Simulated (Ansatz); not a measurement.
Isolated molecules relaxed with PBE0-D4/def2-TZVP in Ansatz; ΔE leaves out vibrations. CCSD(T)/CBS is the MP2 limit (def2-TZVPP, def2-QZVPP) plus CCSD(T) − MP2 in def2-TZVPP, frozen cores. This one scheme is used for every species. DFT in def2-TZVPP. B3LYP here is the variant with VWN-RPA as its local correlation; programs differ in this. One conformer a species, not always the lowest.

Consider the hydrogenolysis of the Al–F bond: `C[O][Al]([F])[F]` + H₂ → `C[O][AlH][F]` + H–F.

CCSD(T)/CBS gives +152.5 kJ/mol.

**Question.** Another level gave +150.3 kJ/mol. Which?
A. LDA (SPW92)/def2-TZVPP
B. PBE-D4/def2-TZVPP
C. B3LYP/def2-TZVPP
D. SCS-MP2/def2-TZVPP

**Answer.** C. B3LYP 150.3, PBE-D4 143.6, SCS-MP2/def2-TZVPP 155.7, LDA (SPW92) 138.6 kJ/mol.

**Question.** What do rigid-rotor, harmonic-oscillator terms from PBE0-D4/def2-TZVP frequencies (298.15 K, 1 bar) make of the CCSD(T)/CBS value? (Estimate.)

**Answer.** Ansatz gave: ΔZPE = +9.1 kJ/mol, ΔH = +159.7 kJ/mol, ΔS = 21 J/(mol·K), ΔG = +153.4 kJ/mol.

Largest T1 diagnostic among the species: 0.013.

Leaving LDA and LC-ωPBE aside and taking each functional with its dispersion term where it has one, the values, not all of them listed here, spread over 16.0 kJ/mol, from HSE06-D4 to r2SCAN-D4. LDA lies −3.6 kJ/mol from PBE without D4. From r2SCAN to r2SCAN0 (25 % exact exchange), in def2-TZVPP and without D4, ΔE moves by −4.2 kJ/mol.
